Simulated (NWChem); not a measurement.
System: GaHOF$_{2}$; SMILES [OH][Ga]([F])[F]

```xyz
5

Ga    -0.0005     0.0058     0.0000
F     -1.6282    -0.6079     0.0000
F      0.1999     1.7254     0.0000
O      1.3910    -1.0698     0.0000
H      1.1429    -2.0017     0.0000
```
Atoms are numbered in this order, from 1.

Computed with NWChem. Structure relaxed at the PBE0/def2-SVP level. B3LYP is NWChem's, with the RPA form of VWN correlation. Static field.

Task: Among these, which level gives the highest value of “isotropic polarisability (bohr³)”?
A. Hartree-Fock/aug-cc-pVDZ
B. B3LYP/aug-cc-pVDZ
C. PBE/aug-cc-pVDZ
D. LC-BLYP (range parameter 0.33 per bohr)/aug-cc-pVDZ

Result: C, PBE/aug-cc-pVDZ. Values: Hartree-Fock/aug-cc-pVDZ 23.1; B3LYP/aug-cc-pVDZ 29.1; LC-BLYP (range parameter 0.33 per bohr)/aug-cc-pVDZ 29.4; PBE/aug-cc-pVDZ 31.3
